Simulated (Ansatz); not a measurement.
Consider the formal exchange of groups at a C–B bond: `C=CB(C)[SiH3]` + `CCS` → `C=CC(C)S` + `CB[SiH3]`.

Program: Ansatz. Geometries: PBE0-D4/def2-TZVP. ΔE: electronic, gas phase. CCSD(T)/CBS adds triple-zeta CCSD(T) − MP2 to the extrapolated MP2 energy (def2 sets, frozen cores). Functionals use def2-TZVPP. B3LYP here is the variant with VWN-RPA as its local correlation; programs differ in this. One conformer a species, not always the lowest.

`C=CB(C)[SiH3]`:

```xyz
14

C     1.539   -0.277    1.742
C     0.269   -0.091    1.366
B    -0.131    0.122   -0.114
C     0.843    0.748   -1.162
Si   -1.976   -0.463   -0.724
H     2.357   -0.203    1.033
H     1.813   -0.539    2.761
H    -0.497   -0.210    2.132
H     1.887    0.823   -0.850
H     0.486    1.776   -1.327
H     0.791    0.272   -2.145
H    -1.881   -1.862   -1.241
H    -2.991   -0.468    0.369
H    -2.509    0.372   -1.840
```

`CCS`:

Cartesian coordinates in Å:
```
C -0.735 -0.345 0.519
C 0.229 0.637 -0.113
S 1.062 0.008 -1.595
H -1.492 -0.665 -0.199
H -1.239 0.110 1.376
H -0.211 -1.236 0.873
H -0.298 1.527 -0.464
H 0.982 0.975 0.602
H 1.702 -1.011 -0.998
```

`C=CC(C)S`:

```xyz
13

C    -0.466   -0.712    1.598
C     0.225   -1.014    0.507
C     0.570   -0.069   -0.597
C     0.186    1.377   -0.363
S    -0.098   -0.715   -2.174
H    -0.685   -1.468    2.343
H    -0.834    0.288    1.793
H     0.567   -2.035    0.355
H     1.651   -0.132   -0.773
H     0.663    1.761    0.543
H     0.495    1.992   -1.207
H    -0.895    1.483   -0.250
H    -1.380   -0.757   -1.776
```

`CB[SiH3]`:

Cartesian coordinates in Å:
```
C 1.141 0.251 -1.064
B 0.443 0.443 0.307
Si -1.311 -0.412 0.823
H 1.841 -0.582 -0.867
H 1.768 1.087 -1.381
H 0.503 -0.080 -1.885
H 0.992 1.111 1.142
H -1.224 -1.092 2.147
H -1.822 -1.397 -0.173
H -2.331 0.672 0.950
```

| level | ΔE (kJ/mol) | difference from CCSD(T)/CBS |
| --- | --- | --- |
| PBE-D4 | 50.8 | 3.9 |
| r2SCAN-D4 | 49.8 | 2.9 |
| PBE0-D4 | 49.6 | 2.7 |
| ωB97M-V | 47.3 | 0.4 |
| B2PLYP | 50.7 | 3.8 |
| PBE | 52.1 | 5.2 |
| r2SCAN | 50.0 | 3.1 |
| B3LYP | 53.1 | 6.2 |
| HF/def2-TZVPP | 49.7 | 2.8 |
| MP2/def2-TZVPP | 45.7 | -1.2 |
| CCSD/def2-TZVPP | 46.8 | -0.1 |
| CCSD(T)/def2-TZVPP | 46.9 | 0.0 |
| MP2/def2-QZVPP | 45.8 | -1.1 |
| SCS-MP2/def2-QZVPP | 45.9 | -1.0 |
| HF/CBS(def2) | 50.0 | 3.1 |
| CCSD/CBS(def2) | 46.8 | -0.1 |
| CCSD(T)/CBS | 46.9 | 0 |

Largest T1 diagnostic among the species: 0.012.
